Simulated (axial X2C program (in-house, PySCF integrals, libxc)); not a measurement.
## Testing model relations on HBr

A bond curve at the CCSD(T) level, with spin–orbit coupling, was computed with an axial X2C code built on PySCF integrals (basis Br dyall-cv3z [8s9p6d4f1g], H dyall-v3z [6s2p1d] (cores contracted in-house)) for the state Ω = 0 (closed shell). Its fit gives Re = 1.4175 Å, ωe = 2647.8 cm⁻¹, ωexe = 45.8 cm⁻¹ and αe = 2.334e-01 cm⁻¹; the masses are 78.9183 and 1.0078 u. Two-component means X2C with spin–orbit coupling and atomic mean-field Coulomb and Gaunt terms.

Correlated methods: 8 electrons correlated (number of frozen shells: Br 3 s, 2 p, 1 d; H none), 144 virtual spin orbitals or spinors in MP2, 74 natural virtuals in coupled cluster.

Q: Find the reduced mass, Be and the force constant.

A: From the CCSD(T) values: μ = 0.9951 u. Be = 16.8576/(μ Re²) = 8.431 cm⁻¹. k = 5.8918×10⁻⁷ μ ωe² = 4.11 mdyn/Å.

Q: Scale the constants to the deuteride (D 2.0141 u) within the Born–Oppenheimer picture.

A: ρ = √(μH/μD) = 0.7118; ωe = 1884.7, ωexe = 23.2, Be = 4.272 cm⁻¹; the zero-point energy falls by 376 cm⁻¹.

Q: Estimate De from a Morse curve and compare with the computed well depth of 3.813 eV to Br + H.

A: De(Morse) = ωe²/(4ωexe) = 4.745 eV against 3.813 eV computed, a ratio of 1.24. The extrapolation overshoots: the well softens faster than a Morse curve, or the lowest atomic limit lies below the one to which the curve heads.

Q: Estimate the centrifugal constant by the Kratzer relation.

A: D = 4Be³/ωe² = 3.42e-04 cm⁻¹.

Q: Give B0, the J = 1←0 line in GHz and the most populated J at 300 K (kT = 208.5 cm⁻¹).

A: B0 = Be − αe/2 = 8.314 cm⁻¹; 2B0 = 498.5 GHz; J(max) ≈ √(kT/2B0) − 1/2 = 3.0, so J = 3.

The state is one determinant whose occupation by symmetry is held fixed; it was picked as the lowest of a PBE0 search that is not exhaustive. Dissociation energies refer to the lowest single-determinant-based atoms at the same level and basis. Coupled cluster ran in a truncated set of natural virtual spinors; the MP2 energy of the rest was added. (T) has no such correction and the atoms are truncated less, which lowers De at CCSD(T) by a hundredth of an eV or more.
